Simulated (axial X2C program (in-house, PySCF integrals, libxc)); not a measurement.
# EuCl: the levels of the configuration f6 s2

Calculated with an in-house all-electron X2C program for linear molecules (integrals from PySCF): two-component X2C with atomic mean-field Coulomb and Gaunt terms, basis Eu dyall-v3z, Cl dyall-av3z (cores contracted in-house). Orbitals come from Hartree–Fock averaged over the configuration Eu f6 s2; CI then distributes these electrons over the f, s shells of Eu.

R = 2.495 Å (near the minimum of the configuration average).

Lowest levels of this model:

```csv
Ω,energy (cm⁻¹),g∥,μ (D),configuration
0,0,0.00,-2.97,100% f6 s2
1,204,3.92,-2.98,100% f6 s2
2,778,7.39,-2.98,100% f6 s2
0,992,0.00,-2.96,100% f6 s2
1,1337,3.58,-2.96,100% f6 s2
0,1627,0.00,-2.96,100% f6 s2
3,1709,10.51,-2.98,100% f6 s2
2,2031,6.51,-2.96,100% f6 s2
1,2210,3.05,-2.96,100% f6 s2
0,2330,0.00,-2.96,100% f6 s2
3,2989,9.33,-2.97,100% f6 s2
4,3036,13.03,-2.96,100% f6 s2
2,3064,6.13,-2.97,100% f6 s2
0,3114,0.00,-2.96,100% f6 s2
1,3126,2.63,-2.96,100% f6 s2
0,4029,0.00,-2.96,100% f6 s2
2,4058,5.31,-2.97,100% f6 s2
3,4205,8.39,-2.96,100% f6 s2
4,4383,11.89,-2.96,100% f6 s2
5,4554,15.50,-2.96,100% f6 s2
0,4820,0.00,-2.97,100% f6 s2
3,5410,7.72,-2.96,100% f6 s2
4,5678,11.02,-2.96,100% f6 s2
5,5941,14.45,-2.95,100% f6 s2
6,6197,17.96,-2.95,100% f6 s2
```

g∥ is the magnitude of 2⟨Lz + ge Sz⟩ for the +Ω component. μ is positive if the Cl end is positive.

This point took 3.4 s on 1 thread of Arm Neoverse V1 (shared host).

Dynamic correlation is missing, so gaps between terms are too wide and other configurations may lie lower; the lowest level listed is that of this model, not necessarily the ground state. At most 4 roots were kept for each Ω > 0 (twice that for Ω = 0) within 2.2 eV of the lowest, so higher up levels can be missing between those listed; levels with Ω > 0 are doubly degenerate and listed once, Ω = 0 levels singly.
